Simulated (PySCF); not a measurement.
Screening by computed properties: pick the candidate that meets the target.

Each SMILES stands for a single optimised conformer of the isolated species, non-relativistic unless stated. Electronic properties by PySCF.

Dipoles, sizes and rotational constants follow the conformer. The torsions of the flexible species, by atom-mapped SMILES:
- `[PH2:1][SiH:2]([PH2:3])[Cl:4]`: H–P1–Si2–P3 48°, H–P1–Si2–P3 -45°, H–P3–Si2–P1 45°, H–P3–Si2–P1 -48°
- `[CH2:1]=[CH:2][CH2:3][C:4](=[O:5])[O:6][CH:7]=[CH2:8]`: C1–C2–C3–C4 -124°, C2–C3–C4–O5 -12°, C3–C4–O6–C7 180°, C4–O6–C7–C8 -178°
- `[F:1][Si@@H:2]([SiH3:3])[PH2:4]`: H–P4–Si2–F1 -179°, H–P4–Si2–F1 -86°
- `[CH3:1][O:2][C:3]1=[CH:4][CH:5]=[CH:6]/[C:7]1=[CH:8]/[Cl:9]`: C1–O2–C3–C4 0°

The conformers of `O=C(O)C1=CCCC1` and `F[C@H](Cl)C1OCCO1` aren't listed.

(1) Wanted: static isotropic polarisability below 84 au (PBE0/def2-SVPD) and smallest rotational constant below 1.6 GHz (GFN2-xTB), at GFN2-xTB geometries. Which candidate meets both?
A. `F[Si@H](P)[SiH3]`
B. `Clc1cocn1`
C. `C=CCC(=O)OC=C`
D. `C#Cc1cc([SiH3])ccp1`
E. `COC1=CC=C/C1=C/Cl`
F. `P[SiH](P)Cl`

(2) Wanted: HOMO energy between -7.3 eV and -7.1 eV (PBE0/def2-SVPD) and lowest singlet excitation above 5.2 eV (TDDFT PBE0/def2-SVPD), at GFN2-xTB geometries. Which candidate meets both?
A. `F[Si@@H]([SiH3])P`
B. `[SiH](P)(P)Cl`
C. `Clc1cocn1`
D. `O=C(O)C1=CCCC1`
E. `F[C@H](Cl)C1OCCO1`
F. `C#Cc1cc([SiH3])ccp1`
G. `COC1=CC=C/C1=C/Cl`

(3) Wanted: dipole moment between 1.6 D and 2 D (PBE0/def2-SVPD) and lowest triplet excitation (Tamm–Dancoff) above 4.4 eV (TDA PBE0/def2-SVPD), at GFN2-xTB geometries. Which candidate meets both?
A. `COC1=CC=C/C1=C/Cl`
B. `P[SiH](P)Cl`
C. `Clc1cocn1`
D. `C#Cc1cc([SiH3])ccp1`

(4) Wanted: HOMO–LUMO gap above 6.7 eV (PBE0/def2-SVPD) and electronic spatial extent ⟨r²⟩ about the centre of nuclear charge below 1200 bohr² (PBE0/def2-SVPD), at GFN2-xTB geometries. Which candidate meets both?
A. `P[SiH](P)Cl`
B. `F[Si@@H]([SiH3])P`
C. `C=CCC(=O)OC=C`
D. `COC1=CC=C/C1=C/Cl`
E. `C#Cc1cc([SiH3])ccp1`

Results:

(1) C. Computed values:
| species | static isotropic polarisability | smallest rotational constant |
| --- | --- | --- |
| Clc1cocn1 | 55.1 au | 1.755 GHz |
| C=CCC(=O)OC=C | 82.1 au | 0.848 GHz |
| F[Si@H](P)[SiH3] | 85.3 au | 1.435 GHz |
| P[SiH](P)Cl | 96.5 au | 1.144 GHz |
| COC1=CC=C/C1=C/Cl | 104.2 au | 0.757 GHz |
| C#Cc1cc([SiH3])ccp1 | 137.5 au | 0.578 GHz |

(2) B. Computed values:
```csv
species,HOMO energy,lowest singlet excitation
F[C@H](Cl)C1OCCO1,-7.99 eV,7.02 eV
F[Si@@H]([SiH3])P,-7.59 eV,5.44 eV
O=C(O)C1=CCCC1,-7.46 eV,4.94 eV
Clc1cocn1,-7.36 eV,5.99 eV
[SiH](P)(P)Cl,-7.20 eV,5.60 eV
C#Cc1cc([SiH3])ccp1,-6.99 eV,4.25 eV
COC1=CC=C/C1=C/Cl,-5.84 eV,2.83 eV
```

(3) B. Computed values:
```csv
species,dipole moment,lowest triplet excitation (Tamm–Dancoff)
COC1=CC=C/C1=C/Cl,1.10 D,1.89 eV
C#Cc1cc([SiH3])ccp1,1.32 D,2.81 eV
P[SiH](P)Cl,1.83 D,4.71 eV
Clc1cocn1,2.19 D,4.01 eV
```

(4) A. Computed values:
| species | HOMO–LUMO gap | electronic spatial extent ⟨r²⟩ about the centre of nuclear charge |
| --- | --- | --- |
| COC1=CC=C/C1=C/Cl | 3.89 eV | 1442 bohr² |
| C#Cc1cc([SiH3])ccp1 | 4.89 eV | 1866 bohr² |
| F[Si@@H]([SiH3])P | 6.59 eV | 830 bohr² |
| P[SiH](P)Cl | 6.74 eV | 977 bohr² |
| C=CCC(=O)OC=C | 6.97 eV | 1351 bohr² |
